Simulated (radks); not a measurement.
The promethium ion Pm+, configuration [Xe] 4f4 6s1 6p1 (not the ground configuration). All-electron calculation, Dirac Kohn-Sham, LDA (Slater exchange, Perdew-Wang correlation), spin-unpolarised, spherical densities, point nucleus; open shells fill j = l - 1/2 first. Program: a radial shooting solver on a logarithmic mesh with Libxc functionals.

Spin-orbit splittings of the eigenvalues, e(l+1/2) - e(l-1/2), with zeta = 2 splitting/(2l+1) and mean radii in bohr:

| shell | occ. | splitting (eV) | zeta (eV) | <r> j=l-1/2 | <r> j=l+1/2 |
|---|---|---|---|---|---|
| 2p | 6 | 559.5 | 373.0 | 0.08248 | 0.08900 |
| 3p | 6 | 112.4 | 74.95 | 0.2500 | 0.2627 |
| 3d | 10 | 24.38 | 9.754 | 0.2340 | 0.2380 |
| 4p | 6 | 24.81 | 16.54 | 0.6071 | 0.6358 |
| 4d | 10 | 4.429 | 1.772 | 0.6797 | 0.6898 |
| 4f | 4 | 0.5266 | 0.1504 | 0.9425 | 0.9534 |
| 5p | 6 | 3.636 | 2.424 | 1.573 | 1.659 |
| 6p | 1 | 0.4262 | 0.2841 | 4.356 | 4.549 |
